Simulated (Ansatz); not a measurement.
Geometry optimisation, RKS CAM-B3LYP-D4/def2-SVP in Ansatz.

Input:

```yaml
crystal:
  periodic: [false, false, false]
  atoms:
    - { symbol: B, position_ang: [-0.13844, 0.237019, 0.274418] }
    - { symbol: "N", position_ang: [-0.058367, 0.783809, 1.628281] }
    - { symbol: H, position_ang: [-0.865885, 0.802074, 2.238337] }
    - { symbol: H, position_ang: [0.805693, 1.126727, 2.025458] }
    - { symbol: Cl, position_ang: [1.278332, 0.202143, -0.773273] }
    - { symbol: F, position_ang: [-1.29296, -0.204679, -0.191227] }
    - { symbol: Si, position_ang: [0.638963, -2.740532, 1.009326] }
    - { symbol: H, position_ang: [-0.187019, -2.853296, -0.219553] }
    - { symbol: H, position_ang: [2.079288, -2.844467, 0.654513] }
    - { symbol: H, position_ang: [0.282321, -3.853397, 1.93524] }
    - { symbol: H, position_ang: [0.379174, -1.449701, 1.66528] }
basis:
  gaussian: { orbitals: def2-SVP }
hamiltonian:
  xc: cam_b3lyp
  dispersion: d4
relax:
  f_tol: 0.03
  max_steps: 50
```

Command:

```bash
$ ansatz run input.yaml --threads 4 --pin off --max-ram 5120MiB --backend cpu --events-out ev --progress --plain --runs-dir out
```

Where does it end, and by what steps?

It converged. The force dipped under the threshold on the way, but the program's further checks kept it going. After 21 steps the energy has fallen by 0.338 eV; F6 moved furthest, 0.94 Å.

```
step  energy less start (eV)  largest force component (eV/Å)  accepted
   0                  0.0000                           2.479       yes
   1                 -0.2219                           1.278       yes
   2                 -0.2999                           0.439       yes
   3                 -0.3108                           0.241       yes
   4                 -0.3203                           0.301       yes
   5                 -0.3300                           0.114       yes
   6                 -0.3315                           0.056       yes
   7                 -0.3319                           0.314       yes
   8                 -0.3342                           0.081       yes
   9                 -0.3340                           0.197        no
  10                 -0.3352                           0.014       yes
  11                 -0.3358                           0.057       yes
  12                 -0.3360                           0.048       yes
  13                 -0.3362                           0.025       yes
  14                 -0.3364                           0.062       yes
  15                 -0.3366                           0.085       yes
  16                 -0.3369                           0.114       yes
  17                 -0.3372                           0.099       yes
  18                 -0.3373                           0.140       yes
  19                 -0.3379                           0.079       yes
  20                 -0.3381                           0.021       yes
  21                 -0.3384                           0.010       yes
```

```xyz
11
Properties=species:S:1:pos:R:3
B -0.300 0.648 0.232
N -0.140 1.037 1.554
H -0.920 1.360 2.112
H 0.747 0.990 2.036
Cl 1.073 0.058 -0.723
F -1.488 0.699 -0.354
Si 0.792 -3.115 1.072
H -0.077 -3.187 -0.131
H 2.214 -2.970 0.668
H 0.633 -4.361 1.871
H 0.388 -1.953 1.909
```

Whether the end is a true minimum wasn't checked by a vibrational analysis.

Run time: 36 s on 4 threads of Intel(R) Xeon(R) Platinum 8488C (Sapphire Rapids), with other jobs on the host, peak memory 0.3 GiB.
